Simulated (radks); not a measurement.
Numerical settings for the indium ion In34+, [Ne] 3s2 3p3. Method: Dirac Kohn-Sham, BLYP, spin-unpolarised, spherical densities, finite nucleus; open shells fill j = l - 1/2 first; Fermi nuclear charge, rms radius 4.6156 fm; computed with a radial shooting solver on a logarithmic mesh with Libxc functionals. The defaults (mesh step 0.008 in ln r, mesh end at 40 bohr or more with all orbitals vanishing there, Anderson mixing 0.5 over 9 steps, residual threshold near 1e-9 with the energy settled to 1e-9 hartree or 1e-11 of itself, here a cap of 80 iterations) give E = -4960.6907 hartree and 3p3/2 at -2152.8 eV in 14 iterations. Run on one thread of a shared host, so times are rough (Intel(R) Xeon(R) 6975P-C): 0.04 s of CPU time, 0.04 s wall, 14 iterations on 2189 mesh points. Changes against that run (0 stands for a change within the tolerance of the run):

\begin{tabular}{lrrrrr}
setting & iterations & converged & E (mhartree) & e(3p3/2) (meV) & CPU (s) \\ \hline
mesh step in ln r 0.2 & 80 & no & diverged & - & 0.1 \\
mesh step in ln r 0.012 & 13 & yes & 0 & 0 & 0.03 \\
mesh step in ln r 0.005 & 16 & yes & 0 & 0 & 0.07 \\
mesh end (bohr) 12 & 14 & yes & 0 & 0 & 0.04 \\
mesh end (bohr) 5 & 14 & yes & 0 & 0 & 0.04 \\
residual threshold 1e-05 & 8 & yes & 0 & -0.0276 & 0.03 \\
residual threshold 0.1 & 7 & yes & 0 & -1.26 & 0.03 \\
mixing 2.5 & 17 & yes & 0 & 0 & 0.05 \\
linear mixing, mixing 0.2 & 80 & no & 0 & -0.00491 & 0.18 \\
linear mixing, mixing 1 & 80 & no & -1.08e+06 & -3.05e+05 & 0.33 \\
mixing history 3 & 18 & yes & 0 & 0 & 0.05 \\
iteration cap 2 & 2 & no & +7.85e+03 & -3.94e+05 & 0.01 \\
\end{tabular}

No run marked as converged misses the energy by more than 1 mhartree. A mesh that ends early acts as a hard wall.
